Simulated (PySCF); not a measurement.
CHCl2, SMILES Cl[CH]Cl, multiplicity 2.

The structure is a stationary point at PBE-D3(BJ)/def2-TZVP. The isomer is the one that the SMILES or the coordinates give; other isomers of the formula were not compared.

All values below come from PySCF with PBE-D3(BJ)/def2-TZVP.

Frequencies are harmonic and unscaled.

```json
[
 {"mode": "1", "ν (cm⁻¹)": "294", "IR (km/mol)": "1.7", "moving atoms (share of kinetic energy)": "Cl 78 %, C 19 %"},
 {"mode": "2", "ν (cm⁻¹)": "399", "IR (km/mol)": "28.9", "moving atoms (share of kinetic energy)": "H 62 %, C 28 %, Cl 10 %"},
 {"mode": "3", "ν (cm⁻¹)": "744", "IR (km/mol)": "9.8", "moving atoms (share of kinetic energy)": "C 59 %, Cl 30 %, H 11 %"},
 {"mode": "4", "ν (cm⁻¹)": "871", "IR (km/mol)": "165.5", "moving atoms (share of kinetic energy)": "C 73 %, Cl 20 %"},
 {"mode": "5", "ν (cm⁻¹)": "1189", "IR (km/mol)": "33.7", "moving atoms (share of kinetic energy)": "H 90 %, C 9 %"},
 {"mode": "6", "ν (cm⁻¹)": "3149", "IR (km/mol)": "0.7", "moving atoms (share of kinetic energy)": "H 92 %, C 8 %"}
]
```
